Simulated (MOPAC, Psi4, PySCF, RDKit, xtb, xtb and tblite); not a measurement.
Two geometries of SMILES C(C(C)C)[SiH2]B, relaxed at GFN2-xTB with one dihedral held; other torsions can differ between them too.

Structure A

```
19

B      0.7651    -0.1239    -3.7517
Si    -0.3026    -1.4024    -2.7258
C     -0.0345    -1.0036    -0.8625
C     -0.1084     0.4859    -0.5347
C     -1.4703     1.0730    -0.8916
C      1.0050     1.2463    -1.2435
H      1.9215    -0.2698    -3.8879
H      0.2700     0.7127    -4.4110
H      0.0704    -2.8262    -2.8500
H     -1.7636    -1.4127    -2.9489
H      0.9455    -1.3797    -0.5618
H     -0.7670    -1.5397    -0.2580
H      0.0412     0.6109     0.5473
H     -2.2664     0.4926    -0.4311
H     -1.5493     2.1013    -0.5424
H     -1.6193     1.0634    -1.9688
H      1.9840     0.9102    -0.9065
H      0.9249     2.3190    -1.0744
H      0.9462     1.0685    -2.3282
```

Structure B

```
19

B      0.9844    -0.2655    -3.7899
Si    -0.2074    -1.4067    -2.7360
C     -0.0473    -0.9663    -0.8637
C      0.6502     0.3626    -0.5749
C     -0.2479     1.5408    -0.9434
C      1.9843     0.4623    -1.2989
H      1.9860    -0.6803    -4.2429
H      0.6243     0.7690    -4.2145
H      0.0266    -2.8638    -2.7986
H     -1.6463    -1.2761    -3.0519
H      0.5198    -1.7627    -0.3764
H     -1.0287    -0.9621    -0.3905
H      0.8534     0.4184     0.5042
H     -1.1785     1.4992    -0.3818
H      0.2429     2.4867    -0.7208
H     -0.4891     1.5162    -2.0032
H      2.6326    -0.3744    -1.0455
H      2.4975     1.3931    -1.0609
H      1.8180     0.4426    -2.3888
```

### Question
Which is lower in energy at the level B3LYP-D3(BJ)/def2-SVP // GFN2-xTB (Psi4), and by how much?

### Answer
A is lower, by 1.40 kcal/mol (dihedral B1–Si2–C3–C4: 45° in A, 15° in B).

E(B) − E(A) in kcal/mol at the other levels, on the same two geometries: GFN2-xTB (xtb and tblite) 0.71; B3LYP/def2-SVP // GFN2-xTB (Psi4) 1.43; PBE/def2-SVP // GFN2-xTB (Psi4) 1.09; PBE-D3(BJ)/def2-SVP // GFN2-xTB (Psi4) 1.07; UFF // GFN2-xTB (RDKit) 108.51; AM1, restricted, heats of formation // GFN2-xTB (MOPAC) 0.29; PM6, restricted, heats of formation // GFN2-xTB (MOPAC) 0.19; GFN1-xTB // GFN2-xTB (xtb) 1.32; restricted B3LYP/6-31G*, spherical d, density fitting // GFN2-xTB (PySCF) 1.33; restricted BP86/6-31G*, spherical d, density fitting // GFN2-xTB (PySCF) 1.04; restricted Hartree-Fock/3-21G // GFN2-xTB (PySCF) 1.96; restricted M06-2X/6-31G*, spherical d, density fitting // GFN2-xTB (PySCF) 1.54.
